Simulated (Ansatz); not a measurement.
The cluster Na3S⁺, relaxed as a triplet with UKS PBE0-D4/def2-TZVP in Ansatz, starting from the PBE0-D4/def2-TZVP geometry of the charge +1 singlet. Force threshold 0.02 eV/Å.

The relaxation made no stability test and no search for a lower SCF solution. At PBE0-D4/def2-TZVP a singlet of charge 1 lies 2.49 eV below the triplet, each at its own geometry. The structure comes from a short search, and lower isomers may exist.

Start:

```xyz
4

Na   -0.353    0.060    2.459
Na    0.960   -2.030   -1.068
Na   -0.610    1.968   -1.391
S     0.003    0.001    0.000
```

(1) Estimate the energy that the relaxation releases and the steps that it takes.

(2) Does the start keep its bonding and symmetry?

(3) Predict the relaxed structure.

## Answers

(1) 0.38 eV, in 15 steps; 11 s on 4 threads of AMD EPYC 9R45 on a shared host. The force fell under the threshold at step 4, but the optimiser went on and released 0.141 eV more. No frequencies were taken in this run, so the end may be a saddle point.

(2) By distances, no bond broke or formed, bridged metal pairs apart. The bond that changes most is Na3–S4, from 2.49 to 2.83 Å (atoms count from 1). Metal–metal contacts that move far: Na1–Na3 4.30 to 3.35 Å. Point group D3h at the start, Cs at the end, both within 0.05 Å.

(3) 
Cartesian coordinates in Å:
```
Na -0.5968 0.7379 2.2470
Na 1.2025 -2.5601 -1.2750
Na -0.7919 2.2117 -0.7529
S 0.1863 -0.3895 -0.2190
```
Bond lengths (bridged metal pairs left out): 3 × Na–S 2.62 to 2.83 Å.
